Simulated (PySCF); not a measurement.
A structure optimised at PBE0-D3(BJ)/def2-SVP, used in a PySCF frequency run:

```
C
C 1 1.3421
H 2 1.0914 1 122.44
H 1 1.0938 2 116.67 3 0.00
C 1 1.4439 4 117.58 2 180.00
C 5 1.3421 1 125.75 4 0.00
H 6 1.0914 5 122.44 1 180.00
H 5 1.0938 6 116.67 7 0.00
Cl 2 1.7233 3 113.33 1 180.00
Cl 6 1.7233 7 113.33 5 180.00
```

Write its SMILES, formula and point group.

Cl/C=C\C=C/Cl, C4H4Cl2, C2h

What are its rotational constants (standard atomic weights)?

10.401, 0.78088, 0.72635 GHz
